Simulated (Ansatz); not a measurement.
Cost and result for the atomization energy of `O[SiH](O)O[SiH](O)F` (12 atoms, 11 bonds).

```csv
atom,x (Å),y (Å),z (Å)
O1,-1.479,0.457,-1.448
Si2,0.129,0.174,-1.449
O3,0.442,-1.041,-2.479
O4,0.608,-0.181,0.081
Si5,0.092,-0.258,1.609
O6,1.165,0.367,2.646
F7,-1.276,0.578,1.652
H8,-1.871,0.812,-0.647
H9,0.932,1.319,-1.906
H10,-0.182,-1.768,-2.523
H11,-0.205,-1.624,2.050
H12,1.645,1.164,2.414
```

Total charge 0; spin multiplicity 1. The structure was optimised at the PBE0-D4/def2-TZVP level. It is one conformer, not always the lowest. Program: Ansatz. All runs use 2 threads of an AMD EPYC 7R13 on a shared host and a share of an NVIDIA H100 80 GB. Times are those of one run each, without the atoms' runs, and a repeat can differ threefold. Electronic energies, without spin–orbit coupling; frozen cores. CCSD(T)/CBS adds CCSD(T) − MP2 in def2-TZVPP to the MP2 limit, and its time is that of the two runs behind it. T1 = 0.012. B3LYP takes the VWN-RPA correlation (the form of Gaussian; ORCA's B3LYP/G).

CCSD(T)/CBS is a level of theory with its own doubt, some kJ/mol a heavy atom from the limit and from the frozen cores, so smaller differences don't rank the functionals.

| level | functions | wall time |
| --- | --- | --- |
| PBE-D4/def2-TZVPP (with forces) | 309 | 3.3 s |
| r2SCAN-D4/def2-TZVPP (with forces) | 309 | 4.1 s |
| PBE0-D4/def2-TZVPP | 309 | 4.6 s |
| ωB97M-V/def2-TZVPP (with forces) | 309 | 5.5 s |
| B3LYP-D4/def2-TZVPP (with forces) | 309 | 5.5 s |
| B2PLYP/def2-TZVPP | 309 | 6 s |
| CCSD(T)/def2-TZVPP | 309 | 7 s |
| MP2/def2-QZVPP | 575 | 7.5 s |
| ωB97X-V/def2-TZVPP | 309 | 8.5 s |
| CCSD(T)/CBS(def2) | – | 15 s |

Task: What atomization energy does each give, and how far from CCSD(T)/CBS? (An estimate is asked.)

Result: Computed: 
| level | atomization (kJ/mol) | difference from CCSD(T)/CBS | per bond |
| --- | --- | --- | --- |
| PBE-D4/def2-TZVPP (with forces) | 5034.6 | -16.1 | -1.5 |
| r2SCAN-D4/def2-TZVPP (with forces) | 5010.4 | -40.3 | -3.7 |
| PBE0-D4/def2-TZVPP | 4918.7 | -132.0 | -12.0 |
| ωB97M-V/def2-TZVPP (with forces) | 5022.5 | -28.2 | -2.6 |
| B3LYP-D4/def2-TZVPP (with forces) | 4966.8 | -83.9 | -7.6 |
| B2PLYP/def2-TZVPP | 4950.0 | -100.7 | -9.2 |
| CCSD(T)/def2-TZVPP | 4883.3 | -167.4 | -15.2 |
| MP2/def2-QZVPP | 5154.2 | 103.5 | 9.4 |
| ωB97X-V/def2-TZVPP | 5014.5 | -36.2 | -3.3 |
| CCSD(T)/CBS(def2) | 5050.7 | 0.0 | 0.0 |

From PBE to PBE0 (25 % exact exchange), in def2-TZVPP and without D4, the atomization energy moves by −111.6 kJ/mol: exact exchange takes away binding that semilocal exchange gives to molecules. In def2-TZVPP, CCSD(T) changes the Hartree–Fock value by +1287.1 kJ/mol (the triples alone add +75.6 kJ/mol) and MP2 by +1455.6 kJ/mol; breaking electron pairs costs correlation energy, which Hartree–Fock lacks. The D4 term adds +46.1 kJ/mol with B3LYP and +24.3 kJ/mol with PBE0; it sums over pairs of atoms, weighted by their polarisabilities, and B3LYP, whose exchange is more repulsive, gets the larger term.
